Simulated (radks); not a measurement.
Results of a calculation; reference values are marked as such.
Effect of the nuclear size on neutral arsenic, [Ar] 3d10 4s2 4p3. Level of theory: Dirac Kohn-Sham, PBE, spin-unpolarised, spherical densities, finite nucleus; open shells fill j = l - 1/2 first; Fermi nuclear charge, rms radius 4.0968 fm (a radial shooting solver on a logarithmic mesh with Libxc functionals). The rms radius is varied about that value; shifts are against it.

rms radius (fm)  total energy shift (eV)  density at nucleus (e/bohr^3)  1s1/2 shift (meV)  2s1/2 shift (meV)  3s1/2 shift (meV)  3p1/2 shift (meV)  4s1/2 shift (meV)
3.3225                            -0.136                      3.607e+04              -57.8              -5.70             -0.863              0.084             -0.070
3.7895                           -0.0572                      3.575e+04              -24.3              -2.39             -0.362              0.035             -0.029
4.0968                                 0                      3.556e+04              0.000              0.000              0.000              0.000              0.000
4.2566                            0.0314                      3.547e+04               13.3               1.31              0.199             -0.019              0.016
5.0759                             0.210                      3.505e+04               89.1               8.78               1.33             -0.130              0.107

Slopes of the eigenvalues against <r^2> in GHz/fm^2, as finite differences over the two radii next to the reference (eigenvalue slopes, not the field-shift constants of lines): 1s1/2 2420, 2s1/2 239, 3s1/2 36.1, 3p1/2 -3.53, 4s1/2 2.92.
